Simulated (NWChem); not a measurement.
Molecule: InHBrF; SMILES [Br][InH][F]

Results from NWChem. Medium grid unless said otherwise, to which SCAN and Minnesota functionals are sensitive. Coordinates come from a PBE0/def2-SVP optimisation. def2 effective core potentials on In; no spin-orbit coupling.

Q: Order these by “orbital gap (eV)”, lowest first: M06/def2-SVP; PBE/def2-SVP; M05-2X/def2-SVP; r2SCAN0/def2-SVP.

A: PBE/def2-SVP (4.39), M06/def2-SVP (6.36), r2SCAN0/def2-SVP (6.97), M05-2X/def2-SVP (8.64)
